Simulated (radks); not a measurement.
The numbers below are computed, except where a source is named.
Problem. Level of theory: Dirac Kohn-Sham, BLYP, spin-unpolarised, spherical densities, finite nucleus; open shells fill j = l - 1/2 first; Fermi nuclear charge, rms radius of each element as measured or else 0.836 A^(1/3) + 0.57 fm (a radial shooting solver on a logarithmic mesh with Libxc functionals). Each species is in its NIST ground configuration. Rank Pd2+, Te2+, Zr2+, Ag2+, Cd2+, In2+, Mo2+, Tc2+, Sn2+, Sb2+, Nb2+, Rb2+, Ru2+, I2+, Xe2+, Rh2+, Sr2+ by radius at which the density is 0.001 e/bohr^3 (bohr), largest first.

Solution. Te2+ 3.91, I2+ 3.91, Xe2+ 3.87, Sb2+ 3.86, Sn2+ 3.70, Zr2+ 3.66, Nb2+ 3.66, Mo2+ 3.62, Tc2+ 3.57, In2+ 3.57, Ru2+ 3.51, Rh2+ 3.44, Rb2+ 3.42, Pd2+ 3.38, Sr2+ 3.35, Ag2+ 3.32, Cd2+ 3.26.
